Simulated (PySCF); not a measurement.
# Computed properties of BH₂, SMILES [BH2]

BH2, SMILES [BH2] (connectivity only; charge and spin as stated), charge +1, multiplicity 1. Coordinates come from a B3LYP-D3(BJ)/def2-TZVPD optimisation. The multiplicity is an assumed one; other spin states were not compared. The isomer is the one that the SMILES or the coordinates give; other isomers of the formula were not compared. One conformer was computed; it need not be the lowest. All values are computed for the isolated molecule unless a solvent is named; none is compared with measurement here.

**Structure.** The optimised structure has D∞h symmetry. All 4 harmonic modes at B3LYP-D3(BJ)/def2-TZVPD (PySCF) are real, so it is a minimum.

**Vibrations.** The strongest infrared lines (harmonic, unscaled, degenerate partners summed) lie at 1003 cm⁻¹ (70 km/mol, H 84 %, B 16 %), 2960 cm⁻¹ (40 km/mol, H 84 %, B 16 %). The softest mode is at 1003 cm⁻¹ and the zero-point energy is 10.9 kcal/mol.

**Electronic structure.** HF/def2-TZVPD (PySCF) places the frontier levels at -24.50 and -6.56 eV, a gap of 17.94 eV and a mean polarisability of 9.2 bohr³.

**Excitations.** TDA-CAM-B3LYP/def2-TZVPD (PySCF) has S1 at 7.27 eV (170 nm, f = 0.000, dark); the most intense of the 10 singlets computed lies at 14.45 eV (f = 0.76). Strengths of degenerate partners are summed. T1 (TDA) is at 6.24 eV, 1.03 eV under S1. No vertical singlet excitation falls in the visible range (under 3.1 eV).

**NMR.** GIAO shifts at B3LYP/pcSseg-2 (PySCF) (non-relativistic, atoms alike by connectivity averaged): ¹H at 4.8 ppm against TMS; ¹¹B at 93.0 ppm against BF3.
